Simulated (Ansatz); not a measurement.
Consider the redistribution: `[NH2][Sn][SH]` + `C[S][Zn][Br]` → `C[S][Sn][SH]` + `[NH2][Zn][Br]`.

Program: Ansatz. Geometries: PBE0-D4/def2-TZVP. ΔE: electronic, gas phase. CBS: MP2 limit from def2 TZ/QZ plus the TZ coupled-cluster correction, frozen cores. Functionals use def2-TZVPP. B3LYP here is the variant with VWN-RPA as its local correlation; programs differ in this. Elements past krypton have def2 core potentials. For Br, Sn, Zn outer-core shells are correlated without core-valence functions, which leaves a few kJ/mol of doubt a bond. Scalar relativity is left out up to krypton. Each species was taken in one conformer, which may not be the lowest.

(1) Is it downhill or uphill in electronic energy at CCSD(T)/CBS, and by how much? (An estimate is asked.)

(2) What do these levels give: PBE-D4, r2SCAN-D4, ωB97M-V, B2PLYP, PBE, PBE0, B3LYP, SCS-MP2/def2-TZVPP, MP2/def2-QZVPP, SCS-MP2/def2-QZVPP, HF/CBS(def2), CCSD/CBS(def2)? (Estimate.)

Largest T1 diagnostic among the species: 0.016.

Answers

(1) The calculation gave: Uphill: ΔE = +8.0 kJ/mol.

(2) Computed: PBE-D4 2.1, r2SCAN-D4 6.6, ωB97M-V 11.3, B2PLYP 8.1, PBE 5.7, PBE0 9.4, B3LYP 11.3, SCS-MP2/def2-TZVPP 5.4, MP2/def2-QZVPP 2.6, SCS-MP2/def2-QZVPP 6.9, HF/CBS(def2) 25.9, CCSD/CBS(def2) 11.5 kJ/mol.

The D4 term adds −5.9 kJ/mol with B3LYP and −3.2 kJ/mol with PBE0; it sums over pairs of atoms, weighted by their polarisabilities, and B3LYP, whose exchange is more repulsive, gets the larger term. From PBE to PBE0 (25 % exact exchange), in def2-TZVPP and without D4, ΔE moves by +3.7 kJ/mol. In def2-TZVPP, CCSD(T) changes the Hartree–Fock value by −20.1 kJ/mol (the triples alone add −3.5 kJ/mol) and MP2 by −24.6 kJ/mol.
